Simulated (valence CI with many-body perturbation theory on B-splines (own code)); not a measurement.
**Hf XXXIII: calculated level list**

Computed by valence CI with perturbative core correlation (CI+MBPT): four valence electrons over a frozen Dirac-Fock core [Kr], radial functions for each j: 7 s, 7 p, 8 d, 6 f, 4 g, 1 h, with the one-electron correlation potential Σ1, the two-electron term Σ2, the three-electron term Σ3, Breit, model QED; selected CI, second order for the rest, scaled by the run's own slope (own B-spline code, finite nucleus).

No measured spectrum was set against this ion. As an estimate, large intervals hold to a few tenths of a per cent, small ones and those within an open d or f shell to about a per cent. Only levels of the ground parity were solved; by the run's estimate the other parity begins above the list, which can be wrong where configurations are misplaced.

Levels 1 to 31 of 31, with energies above the lowest level, (4d3/2^4) J=0. "Leading %" is the weight of the configuration and term that name the level; weights of strongly mixed levels are sums over their largest components and can fall short, so below about 35 % the name and the second component can differ from the true leading terms, or belong to a minority configuration. In the jj column 3d3/2^4 stands for four electrons in 3d with j = 3/2.

```tsv
No.	Configuration	Term	J	E (cm⁻¹)	Leading %	Leading jj	Second component
1	4d4	3P	0	0	57	4d3/2^4 (97 %)	31 % 4d4 5D
2	4d4	5D	1	96989	63	4d3/2^3 4d5/2 (97 %)	36 % 4d4 3P
3	4d4	5D	2	134830	50	4d3/2^3 4d5/2 (84 %)	14 % 4d4 3D
4	4d4	3F	4	135060	29	4d3/2^3 4d5/2 (97 %)	23 % 4d4 3H
5	4d4	5D	3	146440	29	4d3/2^3 4d5/2 (88 %)	28 % 4d4 3F
6	4d4	5D	0	221870	63	4d3/2^2 4d5/2^2 (96 %)	21 % 4d4 1S
7	4d4	5D	2	228470	39	4d3/2^2 4d5/2^2 (87 %)	23 % 4d4 3F
8	4d4	5D	4	230890	40	4d3/2^2 4d5/2^2 (95 %)	40 % 4d4 3H
9	4d4	5D	3	235300	46	4d3/2^2 4d5/2^2 (87 %)	39 % 4d4 3G
10	4d4	3H	5	249900	68	4d3/2^2 4d5/2^2 (100 %)	32 % 4d4 3G
11	4d4	3P	1	258600	46	4d3/2^2 4d5/2^2 (93 %)	36 % 4d4 3D
12	4d4	3H	6	260440	51	4d3/2^2 4d5/2^2 (98 %)	49 % 4d4 1I
13	4d4	3F	3	272630	44	4d3/2^2 4d5/2^2 (94 %)	28 % 4d4 3D
14	4d4	3G	4	273100	57	4d3/2^2 4d5/2^2 (97 %)	37 % 4d4 1G
15	4d4	3D	2	276430	34	4d3/2^2 4d5/2^2 (95 %)	31 % 4d4 3F
16	4d4	3F	2	312660	46	4d3/2^2 4d5/2^2 (92 %)	30 % 4d4 3P
17	4d4	3F	4	322500	62	4d3/2^2 4d5/2^2 (83 %)	18 % 4d4 1G
18	4d4	3P	2	356090	41	4d3/2^2 4d5/2^2 (87 %)	32 % 4d4 1D
19	4d4	1G	4	361550	29	4d3/2 4d5/2^3 (81 %)	24 % 4d4 5D
20	4d4	3F	3	361760	45	4d3/2 4d5/2^3 (94 %)	23 % 4d4 5D
21	4d4	3D	1	376090	57	4d3/2 4d5/2^3 (95 %)	26 % 4d4 3P
22	4d4	3G	5	378900	68	4d3/2 4d5/2^3 (100 %)	32 % 4d4 3H
23	4d4	1I	6	383160	51	4d3/2 4d5/2^3 (98 %)	49 % 4d4 3H
24	4d4	3P	0	386820	62	4d3/2^2 4d5/2^2 (50 %)	37 % 4d4 1S
25	4d4	3F	2	402740	50	4d3/2 4d5/2^3 (89 %)	39 % 4d4 3P
26	4d4	1F	3	408450	36	4d3/2 4d5/2^3 (97 %)	35 % 4d4 3D
27	4d4	1S	0	438880	74	4d3/2^2 4d5/2^2 (42 %)	22 % 4d4 3P
28	4d4	3F	3	448250	66	4d3/2 4d5/2^3 (99 %)	31 % 4d4 1F
29	4d4	3P	1	448270	91	4d3/2 4d5/2^3 (97 %)	6 % 4d4 3D
30	4d4	1G	4	454080	71	4d3/2 4d5/2^3 (94 %)	20 % 4d4 3F
31	4d4	1D	2	463100	65	4d3/2 4d5/2^3 (77 %)	26 % 4d4 3P
```

The ionisation energy to 4d3 4F_3/2 of the next ion comes out as 1313 eV (NIST: 1311 ± 4 eV (theoretical)). All 31 levels together are meant to be complete up to 481620 cm⁻¹.
